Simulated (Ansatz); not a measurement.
Reaction (substitution at a C–S bond): `CSc1ccccc1` + `CCS` → `CCSc1ccccc1` + CH₃SH

Program: Ansatz. Geometries: PBE0-D4/def2-TZVP. ΔE: electronic, gas phase. CCSD(T)/CBS adds triple-zeta CCSD(T) − MP2 to the extrapolated MP2 energy (def2 sets, frozen cores). This one scheme is used for every species. DFT in def2-TZVPP. B3LYP here is the variant with VWN-RPA as its local correlation; programs differ in this. One conformer a species, not always the lowest.

Is it downhill or uphill in electronic energy at CCSD(T)/CBS, and by how much? (Best estimate.)

Computed: Nearly level: ΔE = +1.6 kJ/mol.

What do these levels give: r2SCAN-D4, B3LYP-D4, ωB97X-V, ωB97M-V, PBE, HF/def2-TZVPP, SCS-MP2/def2-TZVPP, CCSD/def2-TZVPP, CCSD(T)/def2-TZVPP, HF/def2-QZVPP, SCS-MP2/def2-QZVPP, MP2/CBS(def2)? (Estimate.)

The calculation gave: r2SCAN-D4 3.0, B3LYP-D4 1.7, ωB97X-V 2.1, ωB97M-V 2.0, PBE 5.0, HF/def2-TZVPP 5.7, SCS-MP2/def2-TZVPP 1.4, CCSD/def2-TZVPP 2.1, CCSD(T)/def2-TZVPP 1.3, HF/def2-QZVPP 5.7, SCS-MP2/def2-QZVPP 1.6, MP2/CBS(def2) 0.8 kJ/mol.

Largest T1 diagnostic among the species: 0.011.

The D4 term adds −3.7 kJ/mol with B3LYP and −2.4 kJ/mol with PBE0; it sums over pairs of atoms, weighted by their polarisabilities, and B3LYP, whose exchange is more repulsive, gets the larger term. In def2-TZVPP, CCSD(T) changes the Hartree–Fock value by −4.4 kJ/mol (the triples alone add −0.8 kJ/mol) and MP2 by −5.2 kJ/mol.
